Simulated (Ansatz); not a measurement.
`C=C1O[SiH]1N` + H₂ → `C=C1O[SiH2]1` + NH₃ at 500 K and 1 bar (hydrogenolysis of the Si–N bond).

Program: Ansatz. Geometries: PBE0-D4/def2-TZVP. ΔE: electronic, gas phase. CBS: MP2 limit from def2 TZ/QZ plus the TZ coupled-cluster correction, frozen cores. This one scheme is used for every species. One conformer a species, not always the lowest.

| species | CCSD(T)/CBS energy (Eh) | H − E (kJ/mol) | S (J/(mol·K)) |
| --- | --- | --- | --- |
| `C=C1O[SiH]1N` | -498.06313 | 228.3 | 384.7 |
| H₂ | -1.17544 | 41.0 | 145.5 |
| `C=C1O[SiH2]1` | -442.70645 | 169.5 | 334.1 |
| NH₃ | -56.50880 | 108.2 | 211.8 |

H − E and S are ideal-gas, rigid-rotor, harmonic terms from PBE0-D4/def2-TZVP, for one conformer and one mirror image of each species. For small species the MP2-based limit differs from directly extrapolated CCSD(T) by up to some mEh (0.8 for H₂); such offsets cancel only in part. 1 Eh = 2625.50 kJ/mol, R = 8.31446 J/(mol·K).

By hand: ΔE, ΔH, ΔS and ΔG.

ΔE = (-442.70645) + (-56.50880) − (-498.06313) − (-1.17544) = 0.02332 Eh = 61.2 kJ/mol. Δ(H − E) = 169.5 + 108.2 − 228.3 − 41.0 = 8.4, so ΔH = 69.6 kJ/mol. ΔS = 334.1 + 211.8 − 384.7 − 145.5 = 15.7 J/(mol·K). ΔG = 69.6 − 500 × (15.7)/1000 = 61.7 kJ/mol.

By hand: the equilibrium constant, and the temperature at which ΔG would vanish if ΔH and ΔS stayed fixed.

log₁₀ K = −ΔG/(RT ln 10) = -6.4. ΔG = 0 at ΔH/ΔS = 4433 K, far beyond where these terms or the molecules hold.

ΔH outweighs TΔS. A doubt of 5 kJ/mol in ΔE shifts log₁₀ K by 0.5 here. Other conformers and mirror images would add mixing entropy, several J/(mol·K) or more a flexible species. These are equilibria of isolated gas molecules and say nothing of rates. Largest T1 diagnostic: 0.016 (customary marks: 0.02 for closed shells, 0.045 for open ones).
